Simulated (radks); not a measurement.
The numbers below are computed, except where a source is named.
Question: The cadmium ion Cd13+ is in [Ar] 3d10 4s2 4p5. Level of theory: scalar-relativistic Kohn-Sham, PBE, spin-polarised, spherical densities, finite nucleus; Fermi nuclear charge, rms radius of each element as measured or else 0.836 A^(1/3) + 0.57 fm (a radial shooting solver on a logarithmic mesh with Libxc functionals). Open shells are filled with parallel spins first. One electron is removed from 3p, 3d, 4p, 4s in turn, with full relaxation. Which removal costs least, and what does each cost?

Answer: 4p 333.32 eV; 4s 377.54 eV; 3d 712.49 eV; 3p 916.80 eV. The 4p electron leaves first.
